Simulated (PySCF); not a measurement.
C3H7FSi, SMILES [C@H]1([C@@H]([SiH3])C1)F. Geometry: PBE-D3(BJ)/def2-SVP. The structure was generated by enumeration; whether it is a known compound was not checked.

Computed equilibrium geometry at PBE-D3(BJ)/def2-SVP (PySCF confirms it by a frequency run) as Cartesian coordinates in Å:
```xyz
12

F     -1.8284     1.4344     0.0434
C     -0.8504     0.6036     0.5244
C     -1.0821    -0.8696     0.4525
C     -0.0589    -0.2020    -0.4759
Si     1.7881    -0.4788    -0.2810
H     -0.3466     1.0414     1.4053
H     -0.7290    -1.5066     1.2801
H     -2.0292    -1.1924    -0.0070
H     -0.4178    -0.0679    -1.5115
H      2.1043    -0.5555     1.1904
H      2.2140    -1.7688    -0.9296
H      2.5743     0.6510    -0.8899
```
Charge 0, spin multiplicity 1.
